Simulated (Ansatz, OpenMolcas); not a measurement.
C2H7BO (SMILES CCBO): the energy, rung by rung

The species is C2H7BO (11 atoms), meant as a singlet with charge 0. As SMILES, `CCBO`. The coordinates come from a PBE0-D4/def2-TZVP relaxation. This is one conformer, not always the lowest.

```xyz
11

C    -0.5562    1.3140    0.1941
C    -0.1481   -0.1264    0.4987
B     0.8442   -0.7497   -0.5450
O     0.7752   -2.0346   -0.9682
H    -1.1236    1.3786   -0.7379
H    -1.1781    1.7372    0.9863
H     0.3223    1.9540    0.0824
H    -1.0373   -0.7547    0.6403
H     0.3803   -0.1477    1.4643
H     1.7483   -0.1083   -1.0100
H     0.0385   -2.5195   -0.5844
```

Each level gives the energy change with the C1–H7 bond stretched from 1.093 to 1.420 Å (eV). The values are calculated.

| level | kind | program | value (eV) | less CCSD(T)/def2-SVP | CPU time (all runs) |
| --- | --- | --- | --- | --- | --- |
| HF/def2-SVP (unrestricted) | Hartree–Fock | OpenMolcas | 1.11 | +0.15 | 13 s |
| BLYP/def2-SVP (restricted) | GGA | Ansatz | 0.85 | -0.11 | 14 s |
| TPSS/def2-SVP (restricted) | meta-GGA | OpenMolcas | 0.91 | -0.05 | 1.9 min |
| BHLYP/def2-SVP (restricted) | global hybrid | OpenMolcas | 1.05 | +0.09 | 71 s |
| wB97M-V/def2-SVP (restricted) | range-separated hybrid | Ansatz | 0.98 | +0.02 | 2 min |
| B2PLYP/def2-SVP (restricted) | double hybrid | Ansatz | 0.98 | +0.02 | 21 s |
| RPA@PBE/def2-SVP (restricted) | RPA | Ansatz | 0.92 | -0.04 | 26 s |
| BCCD(T)/def2-SVP (restricted) | coupled cluster or CI | Ansatz | 0.96 | 0.00 | 74 s |
| CCSD(T)/def2-SVP (restricted) | coupled cluster or CI | OpenMolcas | 0.96 | 0.00 | 2.6 min |

CCSD(T)/def2-SVP (restricted) is the highest level here, not the true value. The first shape isn't each level's own minimum. The values span 0.85 to 1.11 eV. Times are those of the runs behind each value, whatever else they computed, on shared processors of several kinds: orders of magnitude only.
